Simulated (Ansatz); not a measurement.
A nudged elastic band was laid between two geometries of C3H7AlSi (12 atoms, charge 0, multiplicity 1).

Level of theory: RKS PBE0/STO-3G in Ansatz 0.2.0.

```json
{"movable images": "7", "climbing image": "yes", "spring": "5.0 eV/Å²", "optimiser": "quadratic models (default)", "start path": "IDPP", "force threshold": "0.03 eV/Å", "iteration limit": "60", "end points": "relaxed"}
```

Image 0:

```xyz
12
Properties=species:S:1:pos:R:3
C -0.579 2.177 1.033
C -0.495 1.195 0.344
C -0.404 -0.063 -0.419
Al -0.959 -1.329 0.917
Si 1.317 -0.312 -1.130
H -0.653 3.064 1.637
H -1.130 -0.022 -1.244
H -2.387 -1.782 0.935
H 0.047 -1.797 1.922
H 1.370 -1.595 -1.793
H 2.300 -0.304 -0.075
H 1.650 0.712 -2.092
```

Image 8:

```xyz
12
Properties=species:S:1:pos:R:3
C -0.586 2.183 1.028
C -0.499 1.196 0.345
C -0.404 -0.063 -0.416
Al -0.958 -1.339 0.911
Si 1.319 -0.308 -1.123
H -0.660 3.073 1.627
H -1.127 -0.022 -1.243
H 0.045 -1.799 1.924
H -2.381 -1.805 0.917
H 1.377 -1.591 -1.785
H 2.300 -0.296 -0.066
H 1.651 0.717 -2.085
```

Question: What changes between the two ends?

Answer: No bond is made or broken. The dihedral Si5–C3–Al4–H9 goes from 39 to -142°. The two ends are copies of one structure, up to a mirror image or an exchange of like atoms.

Question: Give the energies along the band, and the barrier.

Answer: The forces met the threshold. The highest image is number 3 of 0 to 8, 0.049 eV above the ends, which have the same energy within 2 meV. A vibrational analysis at the climbing image gives one clearly imaginary mode, 95i cm⁻¹: a first-order saddle point. Limits of this set-up: minimal basis.

```csv
image,path coordinate (Å),energy (eV),dihedral Si5–C3–Al4–H9 (°)
0,0.00,0.000,39
1,0.70,0.016,17
2,1.40,0.040,-3
3,2.10,0.049,-25
4,2.82,0.040,-47
5,3.55,0.024,-70
6,4.27,0.013,-93
7,4.99,0.005,-118
8,5.72,0.000,-142
```

Question: What is the geometry of the highest image?

Answer: 
```xyz
12
Properties=species:S:1:pos:R:3
C -1.033 2.265 0.583
C -0.732 1.194 0.128
C -0.346 -0.135 -0.375
Al -0.869 -1.487 0.897
Si 1.483 -0.176 -0.818
H -1.305 3.224 0.984
H -0.909 -0.323 -1.304
H -2.089 -1.284 1.740
H -0.038 -2.731 0.990
H 1.810 -1.468 -1.374
H 2.283 0.025 0.367
H 1.821 0.841 -1.785
```

Question: What are the harmonic wavenumbers there?

Answer: 95i, 130, 141, 174, 196, 444, 492, 583, 608, 674, 715, 723, 764, 822, 942, 969, 1081, 1085, 1128, 1134, 1180, 1360, 2443, 2510, 2561, 2677, 2730, 2733, 3350, 3735 cm⁻¹.

Run time: 2.4 min on 1 thread of Arm Neoverse V1, on a shared host, peak memory 0.11 GiB.
